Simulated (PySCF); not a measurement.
## UHF on Os⁷⁴⁺ (osmium, charge +74)

Configuration: 1s2, closed-shell 1S. All numbers are calculated (PySCF 2.14, the non-relativistic Hamiltonian (point nucleus), in an uncontracted even-tempered set (15 s from 230 bohr⁻², ratio 2.2; 7 p from 340 bohr⁻², ratio 2.4; 4 d from 1000 bohr⁻², ratio 2.4; 3 f from 1500 bohr⁻², ratio 2.4; 3 g from 2300 bohr⁻², ratio 2.4)).

| Quantity | Value |
| --- | --- |
| Total energy | -5728.608551 hartree |
| One-electron energy | -5775.8865 hartree |
| Hartree (Coulomb) energy | 94.5558 hartree |
| Exchange energy | -47.2779 hartree |
| Kinetic energy | 5728.60171 hartree |
| ⟨S²⟩ | 0.0000 |
| ⟨L²⟩ | 0.000 |
| Sum of ⟨r⟩ | 0.03967 bohr |
| Sum of ⟨r²⟩ | 0.001050 bohr² |
| Density at the nucleus (Gaussians lack the cusp) | 274000 bohr⁻³ |

| shell | electrons | mean orbital energy (eV) | rms radius, mean of both spins (bohr) |
| --- | --- | --- | --- |
| 1s | 2 | -77298.4 | 0.0229 |

A non-relativistic calculation at this Z misses sizeable relativistic shifts.
